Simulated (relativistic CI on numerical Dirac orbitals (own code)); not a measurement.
**Hyperfine structure of Pb LXXXI, mass number 207**

Method of calculation: Dirac-Coulomb-Breit CI, separate exchange-only KLI orbitals for each configuration, model QED, unscaled Slater integrals (own radial code, finite nucleus).

Configuration list: 1s2, 1s 2s, 1s 2p, 1s 3s, 1s 3p, 1s 3d, 1s 4s, 1s 4p, 1s 4d, 1s 4f, 1s 5s, 1s 5p, 1s 5d, 1s 5f, 1s 5g, 1s 6s, 1s 6p, 1s 6d, 2s2. Levels of other configurations are missing.

Nuclear spin I = 1/2, μ = 0.5906 μN (tables of Stone and Pyykkö). The electronic factors are computed for point nuclear moments, without core polarisation or the Bohr-Weisskopf and QED corrections.

```tsv
Level	E (Ry)	A (GHz)
1s 2s 3S_1	5436.40	177700
1s 2p 3P°_1	5446.07	161600
1s 2p 3P°_2	5631.74	77850
1s 2p 1P°_1	5635.89	-74850
1s 3s 3S_1	6502.15	160700
1s 3p 3P°_1	6504.69	156100
1s 3p 3P°_2	6560.02	77140
1s 3d 3D_2	6560.72	77040
```

Levels with J = 0, under 50 % of one LS term, or S terms without an open s electron are left out. Small factors come from cancelling terms and can be off by tens of per cent or more.

At this charge energies of transitions that change n are usually good to better than 1 %, and those within a shell (Δn = 0) to a few per cent.

Q: Give the hyperfine levels of 1s 2s 3S_1 relative to its centre of gravity.

A: With K = F(F + 1) − I(I + 1) − J(J + 1), E = AK/2: F = 1/2: -177700, F = 3/2: 88840 GHz.

LS names give the leading component of a level, which can be under half, so a name can repeat, a term be missing and a line seem to break the LS rules.
